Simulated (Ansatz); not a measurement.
Molecule: 3,3,3-trifluoroprop-1-ene, C3H3F3, charge 0, multiplicity 1. 
Structure (B3LYP-D3(BJ)/def2-TZVP (Ansatz, a program for electronic structure) minimum search):
```xyz
9

C      2.0913    -0.0935    -0.2724
C      0.9113    -0.6893    -0.2866
C     -0.3683     0.0074     0.0456
F     -0.2004     1.3036     0.3612
F     -0.9862    -0.5842     1.0928
F     -1.2336    -0.0445    -0.9922
H      2.9913    -0.6393    -0.5204
H      2.1956     0.9516    -0.0142
H      0.7883    -1.7342    -0.5425
```

Property: atomisation energy (electronic, to ground-state atoms), in kcal/mol. Cores are frozen in the correlated levels unless marked. Open shells are spin-unrestricted. No spin-orbit coupling. Non-relativistic. The coupled-cluster limit lacks core correlation, which all-electron functionals hold. CBS marks a two-point X^-3 extrapolation of the correlation energy; Hartree-Fock from the larger set.

```
level       program  atomisation energy (kcal/mol)
----------  -------  -----------------------------
HF/cc-pVDZ   Ansatz                          624.9
```

### Question
What does CCSD(T)/CBS(aug-cc-pVTZ,aug-cc-pVQZ) (Ansatz) give?

### Answer
903.6 kcal/mol, so HF/cc-pVDZ differs from it by -278.7 kcal/mol.
